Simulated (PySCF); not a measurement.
C2H14OSi5.
Atom-mapped SMILES: `[CH3:1][CH2:2][O:3][SiH:4]1[SiH2:5][SiH2:6][SiH2:7][SiH2:8]1`

Structure used (GFN2-xTB), in Å, numbered top down from 1:
```xyz
22
C2H14OSi5 angstrom
C      3.1024    0.4785    0.7835
C      2.5132   -0.0412   -0.5183
O      1.3040    0.6001   -0.7812
Si     0.0593    0.0785   -1.7049
Si    -1.4520    1.7526   -1.1641
Si    -2.6322    0.9803    0.7030
Si    -2.1920   -1.3098    0.9218
Si    -0.7391   -1.9298   -0.8059
H      3.2544    1.5528    0.7178
H      4.0548   -0.0063    0.9791
H      2.4213    0.2745    1.6062
H      3.2041    0.1481   -1.3497
H      2.3551   -1.1258   -0.4542
H      0.5390   -0.0459   -3.0977
H     -2.3864    1.8837   -2.2949
H     -0.9158    3.1089   -1.0004
H     -4.0753    1.2346    0.5913
H     -2.2728    1.6966    1.9364
H     -1.6068   -1.6137    2.2374
H     -3.4204   -2.1157    0.9249
H      0.3113   -2.8456   -0.3262
H     -1.4364   -2.7358   -1.8178
```

Probes without a nucleus sit at each ring's centroid and 1 Å off its mean plane on both sides; NICS is minus the shielding there, NICSzz its component along the normal. Level: GIAO PBE0/pcSseg-1 (PySCF, non-relativistic, gas phase) on the GFN2-xTB geometry, one conformer.

Ring bond lengths (Å), with Mayer bond orders in brackets: Si4–Si5 2.319 (0.89), Si5–Si6 2.340 (0.86), Si6–Si7 2.342 (0.85), Si7–Si8 2.341 (0.85), Si8–Si4 2.341 (0.86).

Q: Give the NICS values of each ring in ppm.

A: 
```tsv
ring	type	NICS(0)	NICS(1), two faces	NICS(1)zz, two faces	rms pucker (Å)	centre to ring atoms, mean (Å)
Si4–Si5–Si6–Si7–Si8	5-membered ring with 5 Si; formal bonds all single	-1.4	-2.7 / -1.6	0.7 / 1.7	0.15	1.98
```

Q: What do they say, and how far can they be read as aromaticity?

A: 
- Si4–Si5–Si6–Si7–Si8: mean NICS(1)zz 1.2 ppm, near zero. Si4, Si5, Si6, Si7, Si8 have four or more neighbours; no verdict on aromaticity is drawn.

Q: What is the mean of the two in-plane components of NICS at the first NICS(1) probe listed for ring Si4–Si5–Si6–Si7–Si8, 1 Å off the ring?

A: The isotropic value is a third of the trace: (3 × -2.7 − (0.7))/2 = -4.4 ppm.

Q: How shielded are the nuclei of the rings and their hydrogens (means over atoms taken as equivalent)?

A: 
```csv
atoms,environment,σ isotropic (ppm),"principal values of the symmetric part, first atom (ppm)"
Si4,oxygen-bound silicon,345.1,"265.0, 334.7, 435.5"
Si5 (×2),SiH2 silicon,478.5,"438.1, 476.6, 496.6"
Si6 (×2),SiH2 silicon,473.0,"459.2, 463.4, 499.2"
H14,Si–H hydrogen,25.58,"22.4, 23.7, 30.6"
H15 (×2),Si–H hydrogen,28.62,"24.6, 25.8, 35.1"
H16 (×2),Si–H hydrogen,28.03,"24.1, 25.4, 34.7"
H17 (×2),Si–H hydrogen,28.18,"23.9, 25.4, 35.2"
H18 (×2),Si–H hydrogen,28.09,"24.4, 25.2, 34.7"
```
